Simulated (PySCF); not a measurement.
Calculation: B3LYP-D3(BJ)/def2-TZVP in PySCF. All species are isolated molecules in the gas phase. B3LYP has the VWN-RPA correlation part, as in Gaussian. Delta-SCF ions had no search for a lower state. 

Reference species (SMILES): `[SnH4]` (neutral, multiplicity 1).

The HOMO–LUMO gap comes out as 9.24 eV and the HOMO comes out as -8.97 eV. The vertical ionisation energy (Delta-SCF) is 11.51 eV.

After one change: the HOMO–LUMO gap falls by 2.12 eV; the HOMO increases by 0.63 eV; the vertical ionisation energy (Delta-SCF) falls by 0.65 eV.

Question: What was changed between the two runs? The new species is one of these.
A. `[Cl][SnH3]`
B. `[Cl][Sn]([Cl])([Cl])[Cl]`
C. `[Cl][SnH]([Cl])[Cl]`
D. `[Cl][SnH2][Cl]`

Answer: A, `[Cl][SnH3]`
